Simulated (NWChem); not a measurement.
System: BiI2 cation; SMILES [I][Bi+][I]

Input file for NWChem:

```
start job
memory heap 200 mb stack 900 mb global 1100 mb
charge 1
geometry units angstroms noautoz
  Bi     0.000000     0.000000     0.942711
  I     -2.122532     0.000000    -0.756617
  I      2.122532     0.000000    -0.756617
end
basis spherical
  Bi library def2-svp
  I library def2-svp
end
ecp
  I library def2-ecp
  Bi library def2-ecp
end
dft
  xc r2scan
  grid coarse
  iterations 150
  mulliken
end
task dft gradient
```

Parts of the log:

```
             Northwest Computational Chemistry Package (NWChem) 7.3.0
             --------------------------------------------------------

 C2V symmetry detected

                             Geometry "geometry" -> ""
                             -------------------------

 Output coordinates in angstroms (scale by  1.889725989 to convert to a.u.)

  No.       Tag          Charge          X              Y              Z
 ---- ---------------- ---------- -------------- -------------- --------------
    1 Bi                  83.0000     0.00000000     0.00000000     0.95306226
    2 I                   53.0000    -2.12253200     0.00000000    -0.74626574
    3 I                   53.0000     2.12253200     0.00000000    -0.74626574

 Effective nuclear repulsion energy (a.u.)    2062.4581296113

      Symmetry information
      --------------------

 Group name             C2v
 Group number             16
 Group order               4
 No. of unique centers     2

                                 NWChem DFT Module
                                 -----------------

 Summary of "ao basis" -> "ao basis" (spherical)
 ------------------------------------------------------------------------------
       Tag                 Description            Shells   Functions and Types
 ---------------- ------------------------------  ------  ---------------------
 Bi                         def2-svp                10       26   4s4p2d
 I                          def2-svp                10       26   4s4p2d

      Symmetry analysis of basis
      --------------------------

        a1         30
        a2         10
        b1         24
        b2         14

            General Information
            -------------------
          SCF calculation type: DFT
          Wavefunction type:  closed shell.
          No. of atoms     :     3
          No. of electrons :    72
           Alpha electrons :    36
            Beta electrons :    36
          Charge           :     1
          Spin multiplicity:     1
          Use of symmetry is: on ; symmetry adaption is: on
          Maximum number of iterations: 150
          AO basis - number of functions:    78
                     number of shells:    30
          Convergence on energy requested:  1.00D-06
          Convergence on density requested:  1.00D-05
          Convergence on gradient requested:  5.00D-04

              XC Information
              --------------
                      r^2SCAN Method XC Functional
               r^2SCAN metaGGA Exchange Functional  1.000
                     r^2SCAN Correlation Potential  1.000

             Grid Information
             ----------------
          Grid used for XC integration:  coarse
          Radial quadrature: Mura-Knowles
          Angular quadrature: Lebedev.
          Tag              B.-S. Rad. Rad. Pts. Rad. Cut. Ang. Pts.
          ---              ---------- --------- --------- ---------
          Bi                  1.60      104           9.0       302
          I                   1.40      104          11.0       302
          Grid pruning is: on
          Number of quadrature shells:   208
          Spatial weights used:  Erf1

      Superposition of Atomic Density Guess
      -------------------------------------

 Sum of atomic energies:        -939.67325238

 Renormalizing density from      73.00 to     72

      Non-variational initial energy
      ------------------------------

 Total energy =    -804.053276
 1-e energy   =   -1983.203429
 2-e energy   =     877.422607
 HOMO         =      -0.566262
 LUMO         =      -0.354138

      Symmetry analysis of molecular orbitals - initial
      -------------------------------------------------

  Numbering of irreducible representations:

     1 a1          2 a2          3 b1          4 b2

  Orbital symmetries:

     1 b1          2 a1          3 a1          4 a1          5 b1
     6 a1          7 b1          8 b2          9 a2         10 b1
    11 a1         12 b2         13 a1         14 b1         15 a1
    16 b1         17 b2         18 a2         19 a1         20 b2
    21 a2         22 b1         23 b1         24 a1         25 a2
    26 a1         27 b2         28 a1         29 b1         30 a1
    31 b1         32 a1         33 b2         34 a2         35 b1
    36 a1         37 b2         38 a1         39 b1         40 a1
    41 b1         42 a1         43 a2         44 a1         45 b2
    46 b2

     ---------------------------------------------
      Total Density - Mulliken Population Analysis
     ---------------------------------------------

    Atom       Charge   Shell Charges
 -----------   ------   -------------------------------------------------------
    1 Bi  23    21.30   2.93 -0.86  1.35  0.55  4.72  1.26  0.77  0.47  9.83  0.28
    2 I   25    25.35   1.83  0.23  1.35  0.55  2.90  3.17  2.97  2.33  9.87  0.15
    3 I   25    25.35   1.83  0.23  1.35  0.55  2.90  3.17  2.97  2.33  9.87  0.15

   convergence    iter        energy       DeltaE   RMS-Dens  Diis-err
 ---------------- ----- ----------------- --------- --------- ---------
 d= 0,ls=0.0,diis     1   -810.0096072139 -1.11D+03  4.31D-02  1.05D+00
 d= 0,ls=0.5,diis     2   -808.9857256003  1.02D+00  1.40D-02  5.27D+00
 d= 0,ls=0.5,diis     3   -809.6452779257 -6.60D-01  8.42D-03  2.03D+00
 d= 0,ls=0.5,diis     4   -809.9496335631 -3.04D-01  4.46D-03  7.76D-01
 d= 0,ls=0.5,diis     5   -810.0606808886 -1.11D-01  3.20D-03  3.40D-01
 d= 0,ls=0.5,diis     6   -810.1161221530 -5.54D-02  2.23D-03  1.44D-01
  Resetting Diis
 d= 0,ls=0.5,diis     7   -810.1413508068 -2.52D-02  1.55D-03  6.59D-02
 d= 0,ls=0.5,diis     8   -810.1523775163 -1.10D-02  3.70D-03  3.74D-02
 d= 0,ls=0.5,diis     9   -810.1631323003 -1.08D-02  1.55D-03  1.33D-02
 d= 0,ls=0.5,diis    10   -810.1653044589 -2.17D-03  1.02D-03  5.59D-03
 d= 0,ls=0.5,diis    11   -810.1665635095 -1.26D-03  7.26D-04  2.11D-03
 d= 0,ls=0.5,diis    12   -810.1671650498 -6.02D-04  4.15D-04  5.46D-04
 d= 0,ls=0.5,diis    13   -810.1674035896 -2.39D-04  2.67D-04  1.80D-04
 d= 0,ls=0.5,diis    14   -810.1675095946 -1.06D-04  1.83D-04  1.24D-04
 d= 0,ls=0.5,diis    15   -810.1675672702 -5.77D-05  1.32D-04  1.13D-04
 d= 0,ls=0.5,diis    16   -810.1676044337 -3.72D-05  1.01D-04  9.80D-05
 d= 0,ls=0.5,diis    17   -810.1676289834 -2.45D-05  7.78D-05  8.35D-05
 d= 0,ls=0.5,diis    18   -810.1676461165 -1.71D-05  6.20D-05  6.75D-05
 d= 0,ls=0.5,diis    19   -810.1676592879 -1.32D-05  4.91D-05  4.81D-05
 d= 0,ls=0.5,diis    20   -810.1676679310 -8.64D-06  3.93D-05  3.55D-05
 d= 0,ls=0.5,diis    21   -810.1676736648 -5.73D-06  3.17D-05  2.73D-05
 d= 0,ls=0.5,diis    22   -810.1676777852 -4.12D-06  2.57D-05  2.02D-05
 d= 0,ls=0.5,diis    23   -810.1676807124 -2.93D-06  2.10D-05  1.47D-05
 d= 0,ls=0.5,diis    24   -810.1676827773 -2.06D-06  1.73D-05  1.06D-05
 d= 0,ls=0.5,diis    25   -810.1676842466 -1.47D-06  1.41D-05  7.45D-06
 d= 0,ls=0.5,diis    26   -810.1676852598 -1.01D-06  1.16D-05  5.24D-06
 d= 0,ls=0.5,diis    27   -810.1676859625 -7.03D-07  9.54D-06  3.67D-06

         Total DFT energy =     -810.167686447425
      One electron energy =    -1996.738188930181
           Coulomb energy =      946.562740492618
    Exchange-Corr. energy =      -61.719784195570
 Nuclear repulsion energy =      301.727546185708

 Numeric. integr. density =       71.999994567713

                  Occupations of the irreducible representations
                  ----------------------------------------------

                     irrep           alpha         beta
                     --------     --------     --------
                     a1               14.0         14.0
                     a2                5.0          5.0
                     b1               11.0         11.0
                     b2                6.0          6.0

                       DFT Final Molecular Orbital Analysis
                       ------------------------------------

 Vector   34  Occ=2.000000D+00  E=-4.441704D-01  Symmetry=a2
              MO Center= -5.9D-15, -1.0D-15, -7.0D-01, r^2= 6.3D+00
   Bfn.  Coefficient  Atom+Function         Bfn.  Coefficient  Atom+Function
  ----- ------------  ---------------      ----- ------------  ---------------
    38      0.458306  2 I  py                64     -0.458306  3 I  py
    41      0.365239  2 I  py                67     -0.365239  3 I  py
    35     -0.181195  2 I  py                61      0.181195  3 I  py
    32     -0.146543  2 I  py                58      0.146543  3 I  py
    17      0.061154  1 Bi d -2              22     -0.055089  1 Bi d -2

 Vector   35  Occ=2.000000D+00  E=-4.403717D-01  Symmetry=a1
              MO Center=  3.2D-14, -3.8D-16, -6.5D-01, r^2= 6.3D+00
   Bfn.  Coefficient  Atom+Function         Bfn.  Coefficient  Atom+Function
  ----- ------------  ---------------      ----- ------------  ---------------
    39      0.443161  2 I  pz                65      0.443161  3 I  pz
    42      0.353149  2 I  pz                68      0.353149  3 I  pz
    36     -0.174947  2 I  pz                62     -0.174947  3 I  pz
     3     -0.170798  1 Bi s                 33     -0.141479  2 I  pz
    59     -0.141479  3 I  pz                13     -0.118088  1 Bi pz

[...]

                         DFT ENERGY GRADIENTS

    atom               coordinates                        gradient
                 x          y          z           x          y          z
   1 Bi      0.000000   0.000000   1.801027    0.000000   0.000000  -0.004103
   2 I      -4.011004   0.000000  -1.410238    0.002936   0.000000   0.002052
   3 I       4.011004   0.000000  -1.410238   -0.002936   0.000000   0.002052
```

Level: r2SCAN/def2-SVP with def2 effective core potentials on I, Bi. All runs use the structure optimised with PBE0/def2-SVP. def2 effective core potentials on I, Bi; no spin-orbit coupling.
